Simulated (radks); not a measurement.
Spherical quantum dot in the effective-mass picture: electrons in a parabolic well V = omega^2 r^2 / 2 with omega = 0.0709, all in effective atomic units (hartree* = m*/eps^2 hartree, bohr* = eps/m* bohr), one dielectric constant everywhere. Calculated with a radial shooting solver with Libxc functionals: non-relativistic Kohn-Sham, LDA (Slater exchange, Perdew-Wang correlation), spin-polarised, spherical densities. Levels are named by radial order and angular momentum (1s, 1p, 1d, 2s, ...), and open shells are averaged over m.

N = 4, configuration 1s2 1p(up 2, down 0). This is the lowest configuration that the search found (a dilute case). Occupied and some empty levels:

level,occupation,eigenvalue (hartree*),<r> (bohr*)
1s up,1,0.54872,6.263
1s down,1,0.56309,6.242
1p up,2,0.58170,7.336
1p down,0,0.59633,7.431
1d up,0,0.62425,8.192
1d down,0,0.63778,8.331
2s up,0,0.64770,7.056
2s down,0,0.65664,7.119
1f up,0,0.67322,8.941
1f down,0,0.68512,9.095

Energy (hartree*): total 1.33974, kinetic 0.16619, external 0.51422, Hartree 1.0552, exchange-correlation -0.39583.

Electron density:

r (bohr*),n(r) (e/bohr*^3)
1.00,0.001427
2.08,0.001529
3.16,0.001648
4.24,0.001703
5.32,0.001613
6.40,0.001345
7.47,0.0009561
8.55,0.0005648
9.63,0.0002737
10.7,0.0001081
11.8,0.00003484
12.9,9.234e-06
13.9,2.054e-06
